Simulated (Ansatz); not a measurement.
Ansatz (a quantum-chemistry and plane-wave program) input:
A basis named .json is the Basis Set Exchange file of that set.

Ansatz 0.2 input:
```yaml
crystal:
  periodic: [false, false, false]
  atoms:
    - {symbol: Si, position_ang: [-0.01269356, -0.00522575, 0.01010812]}
    - {symbol: C, position_ang: [-1.74811313, 0.57254283, -0.04560001]}
    - {symbol: O, position_ang: [0.22217972, -1.50969620, -0.60679027]}
    - {symbol: O, position_ang: [0.97049977, 0.94938331, -0.91017758]}
    - {symbol: O, position_ang: [0.37998505, -0.02524776, 1.60108001]}
    - {symbol: H, position_ang: [-2.25584904, 0.79934817, -0.97630530]}
    - {symbol: H, position_ang: [-2.35578838, 0.68090884, 0.84472526]}
    - {symbol: H, position_ang: [0.58161217, -1.55962592, -1.49626177]}
    - {symbol: H, position_ang: [0.93635737, 1.89808086, -0.76577170]}
    - {symbol: H, position_ang: [1.17873995, -0.49632342, 1.85280271]}
basis:
  gaussian:
    orbitals: cc-pV_T+d_Z.json
    fitting: {mean_field: def2-universal-jkfit, correlation: cc-pVTZ-RIFIT.json}
magnetization: {spin_polarized: true, initial_magnetization: 1}
correlation: {method: mp2, electrons: outside_noble_gas}
```

What final total energy does it print?

-555.54700 Eh (RI-MP2/cc-pV(T+d)Z). The basis has 229 functions.

It need not be the lowest isomer of its formula.
